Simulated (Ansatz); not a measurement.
HfH3, SMILES [HfH3] (connectivity only; charge and spin as stated), neutral, multiplicity 2.

Geometry: B3LYP-D3(BJ)/def2-TZVPD. The geometry has at least one imaginary mode, so it is a saddle point at that level. The multiplicity is an assumed one; other spin states were not compared. The def2 effective core potentials stand for the cores of Hf; spin–orbit coupling is left out.

Two levels are set side by side: PBE/def2-TZVPD (Ansatz, a program for electronic structure) and ωB97X-V/def2-TZVPD (Ansatz). Energy differences of separate SCF runs at the same geometry; the states with an electron removed or added have multiplicity 1 and 1. Differences are taken from unrounded values.

```json
[
 {"quantity": "vertical ionisation energy (eV)", "ωB97X-V": "7.58", "PBE": "7.70", "PBE minus ωB97X-V": "0.12"}
]
```

On these quantities the two levels nearly agree.
